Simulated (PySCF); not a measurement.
## Assigning NMR signals

Molfile (atoms numbered from 1):
```
C3H14OSi3
     RDKit          3D

 21 20  0  0  0  0  0  0  0  0999 V2000
   -1.1835   -0.0621   -1.4493 C   0  0  0  0  0  0  0  0  0  0  0  0
   -1.2512   -0.2287    0.0674 C   0  0  0  0  0  0  0  0  0  0  0  0
   -2.6728   -0.5010    0.5574 C   0  0  0  0  0  0  0  0  0  0  0  0
   -0.5231    1.2679    0.9530 Si  0  0  0  0  0  4  0  0  0  0  0  0
    1.0136    1.5837    0.3905 O   0  0  0  0  0  0  0  0  0  0  0  0
    2.5768    1.0259    0.4193 Si  0  0  0  0  0  4  0  0  0  0  0  0
    2.6234   -1.3037    0.1040 Si  0  0  0  0  0  4  0  0  0  0  0  0
   -1.5614   -0.9599   -1.9664 H   0  0  0  0  0  0  0  0  0  0  0  0
   -0.1543    0.1160   -1.7966 H   0  0  0  0  0  0  0  0  0  0  0  0
   -1.7969    0.7912   -1.7837 H   0  0  0  0  0  0  0  0  0  0  0  0
   -0.6147   -1.0878    0.3557 H   0  0  0  0  0  0  0  0  0  0  0  0
   -3.0901   -1.4040    0.0815 H   0  0  0  0  0  0  0  0  0  0  0  0
   -2.7165   -0.6541    1.6476 H   0  0  0  0  0  0  0  0  0  0  0  0
   -3.3483    0.3356    0.3119 H   0  0  0  0  0  0  0  0  0  0  0  0
   -1.3553    2.4793    0.6867 H   0  0  0  0  0  0  0  0  0  0  0  0
   -0.4747    1.0136    2.4285 H   0  0  0  0  0  0  0  0  0  0  0  0
    3.2241    1.3602    1.7276 H   0  0  0  0  0  0  0  0  0  0  0  0
    3.3383    1.7073   -0.6694 H   0  0  0  0  0  0  0  0  0  0  0  0
    1.8822   -1.9904    1.2091 H   0  0  0  0  0  0  0  0  0  0  0  0
    1.9774   -1.6735   -1.1942 H   0  0  0  0  0  0  0  0  0  0  0  0
    4.0355   -1.7987    0.0991 H   0  0  0  0  0  0  0  0  0  0  0  0
  1  2  1  0
  2  3  1  0
  2  4  1  0
  4  5  1  0
  5  6  1  0
  6  7  1  0
  1  8  1  0
  1  9  1  0
  1 10  1  0
  2 11  1  0
  3 12  1  0
  3 13  1  0
  3 14  1  0
  4 15  1  0
  4 16  1  0
  6 17  1  0
  6 18  1  0
  7 19  1  0
  7 20  1  0
  7 21  1  0
M  END
```

- σ from GIAO-HF/pcSseg-1
- PBE0-D3(BJ)/def2-SVP structure
- run in PySCF 2.14.0 with density-fitted response routines
- non-relativistic Hamiltonian, isolated molecule, one conformer, averaged over atoms made equivalent by symmetry, fast rotation or ring inversion

References, each an isolated molecule treated in the same way: TMS for ¹³C (190.85 ppm) and ¹H (31.69 ppm).

Question: Assign these signals to the numbered atoms. ¹³C{¹H} NMR (computed): δ 15.8 (CH3), 10.2 (CH).

Answer: 
| δ (ppm) | atoms | environment | reason |
| --- | --- | --- | --- |
| 15.8 | C1/C3 | methyl carbon | a saturated carbon with 1 carbon neighbour and no heteroatom attached |
| 10.2 | C2 | sp3 CH bonded to Si | an electropositive neighbour leaves it electron-rich and shielded |

Question: Assign these signals to the numbered atoms. ¹H NMR (600 MHz, computed): δ 4.81 (q, 2H), 4.16 (d, 2H), 3.29 (t, 3H), 1.00 (d, 6H), 0.29 (m, 1H).

Answer: 
| δ (ppm) | atoms | environment | reason |
| --- | --- | --- | --- |
| 4.81 | H17/H18 | hydrogen on a silicon bonded to O, Si | – |
| 4.16 | H15/H16 | hydrogen on a silicon bonded to C, O | – |
| 3.29 | H19/H20/H21 | hydrogen on a silicon bonded to Si | – |
| 1.00 | H8/H9/H10/H12/H13/H14 | hydrogen on a methyl carbon | – |
| 0.29 | H11 | hydrogen on an sp3 CH bonded to Si | an electropositive neighbour shields it, as in TMS itself |

Shifts are as computed. Against solution values, carbons near 30 ppm lie about -0 ppm off and those near 130 ppm about +7 ppm. Of 1309 compounds with measured shifts, 239 miss one by over three times the rms of a fit or turn the order of signals round; such compounds aren't used in these exercises. Multiplicities follow the n + 1 count of equivalent neighbours, as no J values were calculated; m marks all less simple cases, F and P coupling included.
